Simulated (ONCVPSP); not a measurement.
## W: one change to an ONCV potential, before and after

| Quantity | Value |
| --- | --- |
| Element | W (Z = 74) |
| Generator | ONCVPSP 4.0.1 |
| Type | optimised norm-conserving Vanderbilt (ONCV) |
| Functional | PBE |
| Relativity | scalar-relativistic |
| Frozen core | [Kr] 4d10 4f14 5s2 |
| Valence charge | 12 |
| Reference configuration | 5p6 5d4 6s2 |
| Partial waves | 6s: rc 2.35 bohr, ncon 4, nbas 8, qcut 2.2 1/bohr, 2 projectors, debl 1.9 Ha; 5p: rc 1.30 bohr, ncon 4, nbas 8, qcut 6 1/bohr, 2 projectors, debl 1 Ha; 5d: rc 1.90 bohr, ncon 4, nbas 8, qcut 5.6 1/bohr, 2 projectors, debl 3.6 Ha; f scattering state at 0.3 Ha: rc 2.15 bohr, ncon 3, nbas 6, qcut 6 1/bohr, 2 projectors, debl 1 Ha |
| Local potential | polynomial inside 1.20 bohr (lpopt 5, dvloc0 3 Ha) |
| Core correction | Teter function, fcfact 4.25, rcfact 1.65 |

In the p channel the program set the typed energies aside and used -1.588, 0.250 Ha.

Change: core correction Teter function, fcfact 4.25, rcfact 1.8.

Cutoffs: the cutoffs (Ha) at which the residual kinetic energy of the hardest occupied pseudo-wave falls to 1 and 0.1 mHa per electron; they do not see the model core or the augmentation charge, which bear on the density cutoff. Errors are all-electron minus pseudo energies relative to the spin-unpolarised reference configuration.

Q: Predict the effect on cutoff, ghosts and configuration errors.

A: The potential gets neither clearly harder nor softer (99 Ha and 123 Ha → 99 Ha and 123 Ha); both files keep a bound ghost (s); of the 4 tests that both files solve, the error grows in 4 and shrinks in 0 by more than 15 % and 0.3 meV (median size 42.2 → 78.2 meV). A model core, the more so a compact one, raises the density cutoff, which this test does not measure.

```csv
quantity,base,changed
"cutoff, loose",99 Ha,99 Ha
"cutoff, tight",123 Ha,123 Ha
bound ghosts,s,s
GHOST(+) flags under 300 eV,s at 96.3 eV,s at 96.3 eV
"error for 5p6 5d4 6s1, meV [ΔE 8.88 eV]",-14,-22
"error for 5p6 5d4 6s0, meV [ΔE 24.56 eV]",-70,-134
"error for 5p6 5d3 6s0, meV [ΔE 49.95 eV]",-101,-263
"error for 5p6 5d4 6s1 6p1, meV [ΔE 4.50 eV]",-9.6,-13
s: phases at 2.38 bohr within 0.05 rad from the reference energy up to (Ha; the scan ends near 5),2.8,2.8
p: phases at 1.32 bohr within 0.05 rad from the reference energy up to (Ha; the scan ends near 5),to the end of the scan,to the end of the scan
d: phases at 1.93 bohr within 0.05 rad from the reference energy up to (Ha; the scan ends near 5),to the end of the scan,to the end of the scan
f: phases at 2.19 bohr within 0.05 rad from the reference energy up to (Ha; the scan ends near 5),3.2,3.2
"rms error of d²Exc/dni dnj with the model core, mHa",1.87,3.02
```

 A true bound ghost makes a file unfit for plane-wave use even where its test errors are small: the radial tests pick states by their node count and pass the ghost by.
